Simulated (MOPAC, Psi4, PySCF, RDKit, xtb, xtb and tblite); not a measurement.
Two geometries of C2H7ClSi2, SMILES [SiH2](C=C)[SiH2]Cl, relaxed at GFN2-xTB with one dihedral held; other torsions can differ between them too.

Structure A

```
12

C     -1.8130    -0.8122     0.0691
C     -1.5135     0.4640    -0.1153
Si     0.2376     1.1521    -0.1998
Si     0.9565     1.1082    -2.4047
Cl     2.7454     2.0546    -2.5705
H     -1.0464    -1.5560     0.2167
H     -2.8285    -1.1779     0.0939
H     -2.3298     1.1632    -0.2539
H      1.0914     0.3418     0.6817
H      0.1990     2.5058     0.3750
H      1.1760    -0.2373    -2.9423
H      0.0700     1.7860    -3.3548
```

Structure B

```
12

C     -1.8114    -0.7994     0.0326
C     -1.5263     0.4834    -0.1222
Si     0.2313     1.1696    -0.2005
Si     0.0891     3.4629    -0.4790
Cl     1.9495     4.2754    -0.4783
H     -1.0339    -1.5404     0.1252
H     -2.8230    -1.1752     0.0752
H     -2.3514     1.1816    -0.2095
H      0.9389     0.4928    -1.2998
H      0.9350     0.7706     1.0293
H     -0.5208     3.8921    -1.7409
H     -0.6420     4.1676     0.5782
```

Q: Which is lower in energy at the level DF-MP2 (frozen core)/cc-pVTZ // GFN2-xTB run with Psi4 1.11, and by how much?

A: A is lower, by 8.21 kJ/mol (dihedral C1–C2–Si3–Si4: 90° in A, 180° in B).

E(B) − E(A) in kJ/mol at the other levels, on the same two geometries: GFN2-xTB (xtb and tblite) 2.05; MMFF94 // GFN2-xTB (RDKit) 1.33; B3LYP/def2-TZVP // GFN2-xTB (Psi4) 8.01; B3LYP-D3(BJ)/def2-TZVP // GFN2-xTB (Psi4) 8.24; PBE/def2-TZVP // GFN2-xTB (Psi4) 8.11; PBE-D3(BJ)/def2-TZVP // GFN2-xTB (Psi4) 8.27; HF/cc-pVTZ // GFN2-xTB (Psi4) 8.46; UFF // GFN2-xTB (RDKit) -4.23; PM6, restricted, heats of formation // GFN2-xTB (MOPAC) 3.24; AM1, restricted, heats of formation // GFN2-xTB (MOPAC) 6.20; GFN1-xTB // GFN2-xTB (xtb) 5.00; restricted B3LYP/6-31G*, spherical d, density fitting // GFN2-xTB (PySCF) 8.87; restricted Hartree-Fock/3-21G // GFN2-xTB (PySCF) 8.82; restricted Hartree-Fock/STO-3G // GFN2-xTB (PySCF) 5.12; restricted B3LYP/LANL2DZ, with its core potentials past Ne // GFN2-xTB (PySCF) 8.05.

MMFF94 has few fitted parameters for silicon.
